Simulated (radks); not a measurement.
Question: Hg+, configuration [Xe] 4f14 5d10 7d1 (not the ground configuration). Method: Dirac Kohn-Sham, LDA (Slater exchange, Perdew-Wang correlation), spin-unpolarised, spherical densities, point nucleus; open shells are shared between the two j in proportion to 2j + 1; computed with a radial shooting solver on a logarithmic mesh with Libxc functionals.

Spin-orbit splittings of the eigenvalues, e(l+1/2) - e(l-1/2), with zeta = 2 splitting/(2l+1) and mean radii in bohr:

shell  occ.  splitting (eV)  zeta (eV)  <r> j=l-1/2  <r> j=l+1/2
2p        6            1946       1297      0.05694      0.06561
3p        6           431.0      287.3       0.1705       0.1864
3d       10           92.39      36.96       0.1622       0.1670
4p        6           104.3      69.54       0.4012       0.4357
4d       10               ?          ?       0.4427       0.4539
4f       14           4.197      1.199       0.4793       0.4861
5p        6           18.47      12.31       0.9707        1.068
5d       10           1.933     0.7733        1.415        1.470
7d        1         0.04069    0.01628        11.01        11.08

Estimate the 4d splitting.

Answer: 19.45 eV (zeta = 7.778 eV).
